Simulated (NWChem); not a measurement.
A series in which one site is exchanged, each optimised at PBE0/def2-SVP with NWChem, gas phase unless a solvent is named. Pople sets run with spherical d functions. This build's default masses of Se (78.918 u) and Br (79.917 u) are each other's, which moves their modes by up to 0.6 %. Shieldings are non-relativistic GIAO values without spin-orbit effects.

A: C[SiH](F)Br (CH$_{4}$BrFSi; site = Br)
B: F[SiH2]C (CH$_{5}$FSi; site = H)
C: C[SiH](F)F (CH4F2Si; site = F)
D: C[SiH](F)Cl (CH₄ClFSi; site = Cl)

| quantity | A | B | C | D |
|---|---|---|---|---|
| highest harmonic frequency (cm⁻¹), PBE0/def2-SVP | 3179 | 3173 | [?] | 3178 |
| SMD solvation free energy in water, PBE0/def2-SVP (kcal/mol) | -0.6 | 0.8 | [?] | 0.0 |
| 29Si shift against tetramethylsilane, B3LYP/6-31G* (ppm) | 40.5 | 20.8 | [?] | 29.7 |

Some entries are withheld; supply them.


- highest harmonic frequency (cm⁻¹), PBE0/def2-SVP, C: 3175
- SMD solvation free energy in water, PBE0/def2-SVP (kcal/mol), C: -0.2
- 29Si shift against tetramethylsilane, B3LYP/6-31G* (ppm), C: 7.1
